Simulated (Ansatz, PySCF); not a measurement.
prop-2-enylboronamidic acid (C3H8BNO), SMILES C=CCB(N)O. Atoms are numbered in the order given.

```xyz
14

C      2.2205     0.0898     1.1835
C      1.2650    -0.7057     0.6922
C      0.5617    -0.5337    -0.6110
B     -0.8814     0.1276    -0.4799
N     -1.1887     0.9207     0.6413
O     -1.7629    -0.1000    -1.5060
H      2.6082     0.9377     0.6082
H      2.6617    -0.0860     2.1683
H      0.9205    -1.5418     1.3158
H      1.1491     0.1135    -1.2870
H      0.4447    -1.4996    -1.1300
H     -0.4962     1.0667     1.3650
H     -2.0605     1.4075     0.7966
H     -2.6061     0.3489    -1.3989
```

Geometry optimised at PBE0-D3(BJ)/def2-SVP. The values are those of a single conformer.

Two levels are set side by side: PBE-D3(BJ)/def2-SVP (Ansatz, an electronic-structure program) and PBE0-D3(BJ)/def2-SVP (Ansatz). Each level has its own optimised geometry; the coordinates shown are those of the second. Frequencies come from the Hessian of PySCF at each geometry. Differences are taken from unrounded values.

```
quantity                            PBE0-D3(BJ)  PBE-D3(BJ)  PBE-D3(BJ) minus PBE0-D3(BJ)
----------------------------------  -----------  ----------  ----------------------------
mean bond length (Å)                      1.206       1.215                         0.009
bond C1–C2 (Å)                            1.337       1.348                         0.011
bond C2–C3 (Å)                            1.491       1.497                         0.006
bond C3–B4 (Å)                            1.593       1.602                         0.009
bond B4–N5 (Å)                            1.407       1.415                         0.008
bond B4–O6 (Å)                            1.372       1.383                         0.011
bond C1–H7 (Å)                            1.096       1.104                         0.008
bond C1–H8 (Å)                            1.093       1.101                         0.008
bond C2–H9 (Å)                            1.099       1.107                         0.008
bond C3–H10 (Å)                           1.105       1.113                         0.008
bond C3–H11 (Å)                           1.103       1.111                         0.008
bond N5–H12 (Å)                           1.012       1.021                         0.009
bond N5–H13 (Å)                           1.011       1.019                         0.009
bond O6–H14 (Å)                           0.961       0.973                         0.012
highest harmonic wavenumber (cm⁻¹)         3919        3741                          -177
mean harmonic wavenumber (cm⁻¹)            1429        1381                           -48
zero-point energy (kcal/mol)              73.55       71.09                         -2.45
```

GGA bonds tend to be longer and softer than those of functionals with exact exchange. Differences between two approximate levels are no errors against the true value.
